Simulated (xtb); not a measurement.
xtb input:

```bash
xtb mol.xyz --gfn 1 --sp --chrg 0 --uhf 0
```
mol.xyz:
```
6

Bi     0.00000000    -0.00000000    -0.00000000
H     -0.00119215    -0.01758481     1.86604734
H      0.00119215     0.01758481    -1.86604734
H      1.79921888    -0.00095285     0.00114048
H     -0.89879359     1.55857681     0.01411314
H     -0.90042529    -1.55762396    -0.01525362
```

Question: What final total energy does it print?

Answer: -4.75460 Eh (GFN1-xTB).
